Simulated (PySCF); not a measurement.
C3H3N2, SMILES [c]1cnc[nH]1, multiplicity 2. Atoms are numbered in the order given.

```xyz
8

C      1.1799     0.1827     0.0000
C      0.2455     1.1887     0.0000
N     -1.0000     0.6017     0.0000
C     -0.8153    -0.7032     0.0000
N      0.5166    -1.0134     0.0000
H      0.3847     2.2677     0.0000
H     -1.6010    -1.4598     0.0000
H      0.9391    -1.9351     0.0000
```
Charge 0, spin multiplicity 2.

Geometry optimised at r2SCAN-D4/def2-SVP. The isomer is the one that the SMILES or the coordinates give; other isomers of the formula were not compared.

Level of theory: PySCF with PBE/pcH-1.

Unrestricted Kohn–Sham, ⟨S²⟩ = 0.756. Hyperfine tensors hold the contact and dipolar terms, without spin-orbit corrections.

Computed hyperfine couplings:
```
nucleus    A(iso) (MHz)  A(iso) (G)  dipolar principal values (MHz)
---------  ------------  ----------  ------------------------------
13C no. 1         451.0       160.9             -71.2, -55.3, 126.5
13C no. 2          24.2         8.6               -17.9, -3.8, 21.7
14N no. 3          -1.9        -0.7                -7.8, -6.9, 14.7
13C no. 4          75.0        26.8                 -8.4, -0.2, 8.6
14N no. 5          29.6        10.6                 -2.7, -0.8, 3.6
1H no. 6           -2.4        -0.9                 -6.6, -3.1, 9.6
1H no. 7            1.9         0.7                 -3.7, -0.3, 4.0
1H no. 8            4.2         1.5                -6.9, -5.6, 12.6
```

### Question
And the g tensor (effective nuclear charges for spin-orbit coupling, GIAO)? (Estimate from the structure and the level; the computed values follow.)

### Answer
principal values 2.0015, 2.0022, 2.0026; isotropic 2.0021.
